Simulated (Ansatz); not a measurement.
HTe, SMILES [TeH], multiplicity 2.

The structure is a stationary point at PBE0-D3(BJ)/def2-TZVPD. The def2 effective core potentials stand for the cores of Te; spin–orbit coupling is left out.

Two levels are set side by side: PBE/def2-TZVPD (Ansatz, a quantum-chemistry and plane-wave program) and PBE0/def2-TZVPD (Ansatz). Energy differences of separate SCF runs at the same geometry; the states with an electron removed or added have multiplicity 3 and 1. Differences are taken from unrounded values.

| quantity | PBE0 |
|---|---|
| vertical ionisation energy (eV) | 8.85 |
| vertical electron affinity (eV) | 2.21 |

What does PBE give, and how far is it from PBE0? (Estimate from the structure and the level; the computed values follow.)


| quantity | PBE | PBE minus PBE0 |
|---|---|---|
| vertical ionisation energy (eV) | 8.84 | -0.01 |
| vertical electron affinity (eV) | 2.24 | 0.03 |

On these quantities the two levels nearly agree.
